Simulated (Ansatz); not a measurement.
Ag₂F⁺. The state is a quintet with charge 1. Geometry r2SCAN-D4/def2-TZVP; atoms count from 1.

Cartesian coordinates in Å:
```
Ag -0.089 0.712 1.764
Ag -0.399 -0.332 -1.832
F 0.488 -0.380 0.068
```

In the def2 sets Ag takes a core potential; there is no spin–orbit coupling. At PBE0-D4/def2-TZVP a singlet of charge 1 lies 8.05 eV below the quintet, each at its own geometry. The structure comes from a short search, and lower isomers may exist.

Q: Estimate the Mulliken populations from the PBE0/def2-TZVP orbitals of Ansatz.

A: 
```tsv
atom	charge (e)	spin (α − β)	d electrons
Ag1	0.68	1.80	9.22
Ag2	0.68	1.80	9.22
F3	-0.36	0.41	–
```
Mulliken values and Mayer orders depend strongly on the basis.

Q: Where does the spin sit?

A: Summed by element: Ag 3.59, F 0.41, of 4 unpaired in all. Largest on single atoms: Ag1 1.80, Ag2 1.80, F3 0.41.

Q: And the Mayer bond orders between bonded heavy atoms (over 0.3)?

A: Ag1–F3 0.41 (2.10 Å); Ag2–F3 0.41 (2.10 Å).
